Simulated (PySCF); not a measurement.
C₆H₈BN.
Geometry (PBE0-D3(BJ)/def2-SVP, Å), atoms numbered from 1 in this order:
```xyz
16
C6H8BN angstrom
B      2.7447   -0.6531   -0.6659
N      1.8027    0.3051   -0.2799
C      0.4243    0.1916   -0.0351
C     -0.2247   -1.0491    0.0036
C     -1.5928   -1.1135    0.2455
C     -2.3381    0.0464    0.4590
C     -1.6945    1.2813    0.4270
C     -0.3261    1.3540    0.1814
H      3.8832   -0.2811   -0.8198
H      2.4234   -1.8014   -0.8448
H      2.1318    1.2580   -0.1689
H      0.3487   -1.9631   -0.1538
H     -2.0830   -2.0898    0.2727
H     -3.4113   -0.0133    0.6512
H     -2.2602    2.2013    0.5929
H      0.1720    2.3277    0.1525
```

Computed with PySCF at wB97X-D/def2-SVPD, non-relativistic, on one gas-phase PBE0-D3(BJ)/def2-SVP geometry that isn't relaxed in the solvent. The solvent is an IEF-PCM continuum (Bondi radii, 1.10 Å for H, scaled by 1.2), and excitations are vertical TDDFT with non-equilibrium linear response and a frozen core. Specific hydrogen bonds and non-electrostatic terms are outside this model.

Gas-phase singlets (H = HOMO, L = LUMO):

```csv
state,E (eV),λ (nm),f,leading configurations
S1,5.087,244,0.042,"H→L+1 46%, H→L 32%, H-1→L 14%"
S2,5.390,230,0.265,"H→L 60%, H→L+1 23%, H-1→L 11%"
S3,6.525,190,0.145,"H-1→L+1 44%, H-1→L 18%, H→L+3 16%"
S4,6.621,187,0.018,H→L+2 77%
S5,6.629,187,0.547,"H-1→L 46%, H-1→L+1 27%, H→L+1 14%"
```

Question: Give the list for acetonitrile (ε = 35.69), n² = 1.81.

Answer: 
| state | E (eV) | λ (nm) | f | leading configurations | change by rank (eV) |
| --- | --- | --- | --- | --- | --- |
| S1 | 5.055 | 245 | 0.108 | H→L 50%, H→L+1 34%, H-1→L 9% | -0.032 |
| S2 | 5.314 | 233 | 0.301 | H→L 44%, H→L+1 37%, H-1→L 14% | -0.076 |
| S3 | 6.449 | 192 | 0.289 | H-1→L 46%, H→L+1 23%, H-1→L+1 19% | -0.076 |
| S4 | 6.511 | 190 | 0.543 | H-1→L+1 57%, H-1→L 23%, H→L+3 10% | -0.110 |
| S5 | 6.709 | 185 | 0.009 | H→L+2 72%, H→L+4 12%, H→L+6 9% | +0.080 |

Question: How do the frontier levels move from gas to acetonitrile?

Answer: 
```
orbital  gas (eV)  solvent (eV)  change (eV)                  Löwdin shares, gas              Löwdin shares, solvent
 LUMO+2      2.07          2.16        +0.09  B1 52 %, H11 10 %, C8 7 %, H16 6 %    B1 61 %, H9 6 %, C8 5 %, H11 4 %
 LUMO+1      1.36          1.39        +0.03  C5 21 %, C8 21 %, C7 14 %, C4 13 %  C5 22 %, C8 21 %, C7 14 %, C4 13 %
   LUMO      0.90          0.89        -0.01  B1 26 %, C3 11 %, C6 10 %, N2 10 %  B1 26 %, C3 11 %, C6 10 %, N2 10 %
   HOMO     -8.36         -8.33        +0.03  C6 19 %, N2 18 %, C3 17 %, C4 10 %  N2 19 %, C6 19 %, C3 16 %, C8 10 %
 HOMO-1     -9.24         -9.23        +0.01  C8 21 %, C4 20 %, C5 20 %, C7 20 %  C4 21 %, C8 20 %, C5 20 %, C7 20 %
 HOMO-2    -11.13        -11.11        +0.02  B1 37 %, H10 20 %, H9 19 %, N2 8 %  B1 35 %, H10 19 %, H9 17 %, N2 8 %
 HOMO-3    -11.48        -11.44        +0.04  N2 29 %, C6 16 %, C7 12 %, C5 12 %  N2 29 %, C6 16 %, C7 12 %, C5 11 %
```

The HOMO–LUMO gap goes from 9.25 to 9.22 eV.
